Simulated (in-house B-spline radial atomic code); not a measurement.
Successive ionisation energies of rubidium; each step leads to the configuration of the next row (after the last: [Ar] 3d10 4s2 4p2). Dirac energy differences include first-order Breit, QED and recoil terms. NIST's values go from ground level to ground level; the uncertainty of those that are theory runs from under 0.1 % in few-electron ions to several per cent in heavy many-electron ones. Computed with a radial B-spline atomic code at the basis-set limit: Dirac-Hartree-Fock, average of the configuration, finite nuclei.

```csv
ion,configuration,ionisation energy (eV),tabulated value (eV),tabulated kind,computed minus tabulated (eV),highest orbital,largest mean radius (bohr)
Rb,[Kr] 5s1,3.80,4.177128,measured,-0.38,5s1/2,5.545
Rb+,[Ar] 3d10 4s2 4p6,?,?,measured,?,?,?
Rb2+,[Ar] 3d10 4s2 4p5,?,?,semi-empirical,?,?,?
Rb3+,[Ar] 3d10 4s2 4p4,52.51,52.2,semi-empirical,0.31,4p3/2,1.5908
Rb4+,[Ar] 3d10 4s2 4p3,66.71,68.44,tabulated theory,-1.73,4p3/2,1.5355
```

(1) Fill in the row of Rb+.

(2) Fill in the row of Rb2+.

(3) Where is the largest jump?

Where a p, d or f electron is removed, the computed value is a mean over both j, so it misses the tabulated one by a part of the spin-orbit splitting; averaging over terms and missing correlation add to the gap, relatively most at low charge.

Results:

(1) ionisation energy (eV): 26.57; tabulated value (eV): 27.28954; computed minus tabulated (eV): -0.72; highest orbital: 4p3/2; largest mean radius (bohr): 1.7305.

(2) ionisation energy (eV): 39.10; tabulated value (eV): 39.247; computed minus tabulated (eV): -0.14; highest orbital: 4p3/2; largest mean radius (bohr): 1.6544.

(3) From Rb to Rb+, by a factor of 6.99 (3.7985 to 26.57 eV); the highest orbital goes from 5s1/2 to 4p3/2.
